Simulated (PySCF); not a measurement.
Structure problem from calculated spectra and properties.

Elements present: Al, C and H. Monoisotopic mass: 124.0833 u.

* Rotational structure: rotational constants A, B, C: 3.698, 0.901, 0.835 GHz [PBE0-D3(BJ)/def2-SVP]
* 13C NMR: chemical shifts (computed TMS as zero) by class: 26.8 (2 C), 26.6 (1 C), 15.6 (1 C), 3.3 (2 C), -4.3 (1 C) ppm [GIAO PBE0/pcSseg-1]
* Triplet: lowest triplet excitation (Tamm–Dancoff): 4.67 eV [TDA CAM-B3LYP/def2-SVPD]
* UV, strongest line: among the 10 lowest singlet transitions: S4 at 6.75 eV (184 nm, f = 0.079) [TDDFT CAM-B3LYP/def2-SVPD]
* Dipole: 0.72 D [CAM-B3LYP/def2-SVPD]
* Polarisability: 104.0 au [CAM-B3LYP/def2-SVPD]
* UV, first state: lowest singlet excitation: 4.94 eV (251 nm, f = 0.001) [TDDFT CAM-B3LYP/def2-SVPD]
* XPS: C1s 289.3, C1s 289.5, C1s 290.2 (×2), C1s 290.3, C1s 290.5 (×2), Al1s 1566.0 eV [ΔSCF SCAN, pcX-2 on the ionised atom, pcseg-1 elsewhere, spin-free X2C]

The electronic properties come from PySCF, for the isolated species, density fitting. Levels stand in brackets. The structure is a single PBE0-D3(BJ)/def2-SVP conformer in the gas phase; no vibrational or solvent corrections. NMR values are class means; diastereotopic atoms form classes of their own.

Question: Which formula fits the mass and the elements?

Answer: C7H13Al (calculated 124.0833). No other formula that holds each of these elements comes within 0.0003 u with a fitting electron parity and a possible valence count.

Question: Give a SMILES that accounts for the data.

Answer: Numbering: `[CH2:1]1[CH2:2][CH:3]([AlH:4][CH:5]2[CH2:6][CH2:7]2)[CH2:8]1`. 7 carbons fall into 5 classes; from least to most shielded: four-membered-ring carbon [C2/C8] (26.8 ppm, 2 C), four-membered-ring carbon [C1] (26.6 ppm), four-membered-ring carbon [C3] (15.6 ppm), three-membered-ring carbon [C6/C7] (3.3 ppm, 2 C), three-membered-ring carbon [C5] (-4.3 ppm). The core levels belong to: C1s 289.3 eV, four-membered-ring carbon [C3]; C1s 289.5 eV, three-membered-ring carbon [C5]; C1s 290.2 eV, four-membered-ring carbon [C2/C8]; C1s 290.3 eV, four-membered-ring carbon [C1]; C1s 290.5 eV, three-membered-ring carbon [C6/C7]; Al1s 1566.0 eV, aluminium bonded to 2 C and H [Al4]. One atom of each topological class was ionised and stands for its class. The optimised geometry has point group C1 and is an asymmetric top. Structure: `[AlH]([CH]1CC1)[CH]1CCC1`. Computed isomers that give other values at the same levels: `C=C(C)[C@H]1CC[CH2][AlH]1` (rotational constant A: 2.964 GHz; this holds for the one conformer computed); `C=C(C)[C@H]1C[CH2][AlH][CH2]1` (rotational constant A: 3.291 GHz; this holds for the one conformer computed); `C1[CH2][AlH][C@@H](C2CC2)C1` (13C chemical shifts (computed TMS as zero) by class: 38.1 (1 C), 37.4 (1 C), 28.9 (1 C), 13.7 (1 C), 13.7 (1 C), 9.9 (1 C), 7.2 (1 C) ppm). The assignments are read from this structure; whether some other isomer fits the data as well wasn't checked.

Shape of the structure used: `[CH2:1]1[CH2:2][CH:3]([AlH:4][CH:5]2[CH2:6][CH2:7]2)[CH2:8]1`: C2–C3–Al4–C5 -177°, C3–Al4–C5–C6 40°.
